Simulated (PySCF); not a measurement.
## H$_{3}$NOSi, SMILES `N[SiH]=O` (charge 0, multiplicity 1)

Computed with PBE-D3(BJ)/def2-TZVP (PySCF 2.14.0).

The HOMO is -6.40 eV and the dipole moment is 4.83 D. The HOMO–LUMO gap comes out as 4.86 eV. The LUMO comes out as -1.54 eV, the S1 excitation (TDA) comes out as 4.97 eV and the S1 oscillator strength is 0.001. The T1 excitation (TDA) is 4.59 eV, the S1–T1 gap (TDA) is 0.38 eV and the total energy comes out as -11458.58 eV. The cost is around 3 core-minutes (rough).

Bonded distances (Å): N1–Si2 1.691, N1–H4 1.015, N1–H5 1.015, Si2–O3 1.534, Si2–H6 1.491. Angles (°): Si2–N1–H4 122.8, Si2–N1–H5 123.3, H4–N1–H5 113.9, N1–Si2–O3 126.9, N1–Si2–H6 106.7, O3–Si2–H6 126.4.
